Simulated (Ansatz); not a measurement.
`B[CH2][Al]([OH])[Cl]` + `COC[SiH2]C` → `C[O][Al]([OH])[Cl]` + `BCC[SiH2]C`  (redistribution)

Computed with Ansatz on PBE0-D4/def2-TZVP structures; ΔE is electronic, products minus reactants. CCSD(T)/CBS is the MP2 limit (def2-TZVPP, def2-QZVPP) plus CCSD(T) − MP2 in def2-TZVPP, frozen cores. Functionals use def2-TZVPP. B3LYP here is the variant with VWN-RPA as its local correlation; programs differ in this. One conformer a species, not always the lowest.

```csv
level,ΔE (kJ/mol),difference from CCSD(T)/CBS
r2SCAN-D4,-120.7,9.2
PBE0-D4,-117.6,12.3
ωB97X-V,-125.3,4.6
ωB97M-V,-123.2,6.7
B2PLYP,-129.4,0.5
r2SCAN,-120.9,9.0
PBE0,-118.4,11.5
B3LYP,-125.4,4.5
HF/def2-TZVPP,-148.6,-18.7
MP2/def2-TZVPP,-133.6,-3.7
SCS-MP2/def2-TZVPP,-135.4,-5.5
CCSD/def2-TZVPP,-132.7,-2.8
CCSD(T)/def2-TZVPP,-127.4,2.5
SCS-MP2/def2-QZVPP,-137.6,-7.7
HF/CBS(def2),-150.3,-20.4
CCSD/CBS(def2),-135.1,-5.2
CCSD(T)/CBS,-129.9,0
```

Largest T1 diagnostic among the species: 0.011.

In def2-TZVPP, CCSD(T) changes the Hartree–Fock value by +21.2 kJ/mol (the triples alone add +5.3 kJ/mol) and MP2 by +15.0 kJ/mol. From PBE to PBE0 (25 % exact exchange), in def2-TZVPP and without D4, ΔE moves by −9.6 kJ/mol.

CCSD(T)/CBS has its own doubt, a few kJ/mol and more with outer-core shells, so smaller differences from it don't rank the levels.
